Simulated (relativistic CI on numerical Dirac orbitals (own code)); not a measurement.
Pt²⁺: what numerical and physical settings do to a radial Dirac CI calculation

Reference input:

```
atom Pt  Z=78  charge=2  electrons=76
nucleus A=195  rms_radius_fm=5.4270
hamiltonian dirac-coulomb  breit=on  qed=on  c_scale=1
orbitals kli  potential=per-configuration
slater_scale 1
correlation none
mixing on
grid step=0.0125 r_max=86.5
scf mixing=0.4 start=green max_iterations=150 tolerance=2e-08 node_fill=0.05
configurations
  [Xe] 4f14 5d8
  [Xe] 4f14 5d7 6s
  [Xe] 4f14 5d6 6s2
  [Xe] 4f14 5d7 6p
  [Xe] 4f14 5d7 6d
end
```

Computed lowest total energy -18399.13025 Ha, first excitation 6477.0 cm⁻¹, 64 SCF steps. Runs with settings changed; * marks those that are bad on purpose (the QED terms keep the true α when c is scaled):

```tsv
Changed	Outcome	Lowest level	ΔE (Ha)	First excitation (cm⁻¹)	SCF steps	Message
iteration limit 30	converged	5d⁸ ³F4	0	6477.0	64	
speed of light × 1.25	converged	5d⁸ ³F4	432	5760.4	62	
start potential thomas-fermi, speed of light × 0.8	converged	5d⁷6s ⁵F5	-824	3151.4	64	
Slater scale 1.2, grid step 0.04, QED terms off	converged	5d⁸ ³F4	-14.2	7247.1	65	
node fill of the KLI weights 5 *	converged	5d⁸ ³F4	0.861	7105.5	65	
SCF mixing 0.001 *	converged	5d⁸ ³F4	2.56e-09	6477.0	173
```

With so few configurations and no correlation, terms lie too far apart (by 10 to 50 % near neutrality), their order can be wrong, and levels of other configurations are missing.
